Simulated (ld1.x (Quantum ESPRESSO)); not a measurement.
## Which change was made? (P, RRKJ)

ld1.x (Quantum ESPRESSO) 7.5 input, shortened:

```
&input
   title='P', zed=15., rel=1, dft='PZ', iswitch=3,
   config='[Ne] 3s2 3p2.5'
 /
 &inputp
   pseudotype=2, tm=.false., rho0=0.01, lloc=1,
   nlcc=.true., new_core_ps=.true., rcore=0.95
 /
2
3S  1  0   2.00   0.00  1.30  1.30  0.0
3P  2  1   2.50   0.00  1.95  1.95  0.0
 &test
   configts(1)='3s2 3p2.5'
 /
```

Cutoffs, loose and tight: the cutoffs (Ry, on a coarse ladder) from which the occupation-weighted sum of valence levels, in a spherical-Bessel basis at the reference potential, stays within 10 and 1 mRy of its value at 400 Ry. They do not see the model core or the augmentation charge, which bear on the density cutoff. Test errors are all-electron minus pseudo excitation energies from the reference, over the configurations 3s2 3p3; 3s2 3p2; 3s2 3p1; 3s2 3p0; 3s0 3p5; 3s1 3p4; 3s1 3p3 (two spin-polarised tests are not counted in the largest error); variants that change the core or the reference have their own tests.

The base gives: outcome: generated; cutoff, loose: 18 Ry; cutoff, tight: 50 Ry; bound ghosts: none; largest test error (meV): +56.

**Question.** After one change the result is: outcome: generated; cutoff, loose: 35 Ry; cutoff, tight: 55 Ry; bound ghosts: none; largest test error (meV): +22. Which change was it?
A. all radii but the core radius scaled by about 1.06 (s 1.38, p 2.08 bohr)
B. all radii but the core radius scaled by about 1.24 (s 1.62, p 2.42 bohr)
C. all radii but the core radius scaled by about 1.37 (s 1.78, p 2.68 bohr)

**Answer.** B. The others give: all radii but the core radius scaled by about 1.37 (s 1.78, p 2.68 bohr) → outcome: generated; cutoff, loose: 21 Ry; cutoff, tight: 50 Ry; bound ghosts: none; largest test error (meV): +13 | all radii but the core radius scaled by about 1.06 (s 1.38, p 2.08 bohr) → outcome: generated; cutoff, loose: 21 Ry; cutoff, tight: 50 Ry; bound ghosts: none; largest test error (meV): +47.
